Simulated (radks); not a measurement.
All-electron atom: Sn XXXVIII in [Ne] 3s2 3p0.5 3d0.5 (fractional occupations, a model configuration).

Calculated with a radial shooting solver on a logarithmic mesh with Libxc functionals: Dirac Kohn-Sham, OLYP, spin-unpolarised, spherical densities, finite nucleus; open shells are shared between the two j in proportion to 2j + 1; Fermi nuclear charge, rms radius 4.6519 fm.

Energy parts (eV):
| part | energy |
|---|---|
| total | -136213.672 |
| kinetic | 144727.381 |
| electron-nucleus | -295900.494 |
| Hartree | 17533.147 |
| exchange-correlation | -2573.707 |

Orbitals (lengths in bohr, moments of r in powers of bohr; r(max) is where P^2 peaks):
| orbital | occ. | eigenvalue (eV) | r(max) | small-component weight |
|---|---|---|---|---|
| 1s1/2 | 2 | -31231.40 | 0.01877 | 3.37e-02 |
| 2s1/2 | 2 | -6498.076 | 0.1054 | 7.38e-03 |
| 2p1/2 | 2 | -6239.628 | 0.08107 | 7.35e-03 |
| 2p3/2 | 4 | -6001.068 | 0.08548 | 7.04e-03 |
| 3s1/2 | 2 | -2576.489 | 0.2843 | 2.78e-03 |
| 3p1/2 | 0.166667 | -2484.507 | 0.2679 | 2.73e-03 |
| 3p3/2 | 0.333333 | -2424.788 | 0.2758 | 2.66e-03 |
| 3d3/2 | 0.2 | -2295.184 | 0.2156 | 2.53e-03 |
| 3d5/2 | 0.3 | -2280.855 | 0.2179 | 2.51e-03 |
| 4s1/2 | 0 | -1378.523 | 0.5684 | 1.38e-03 |
| 4p1/2 | 0 | -1339.200 | 0.5588 | 1.37e-03 |
| 4p3/2 | 0 | -1316.714 | 0.5704 | 1.34e-03 |
| 4d3/2 | 0 | -1263.683 | 0.5330 | 1.29e-03 |
| 4d5/2 | 0 | -1258.058 | 0.5362 | 1.29e-03 |
| 4f5/2 | 0 | -1219.694 | 0.4116 | 1.23e-03 |
| 4f7/2 | 0 | -1217.506 | 0.4130 | 1.23e-03 |

The highest occupied level is 3d5/2 at -2280.9 eV. The density falls to 0.001 e/bohr^3 at r = 0.80 bohr.
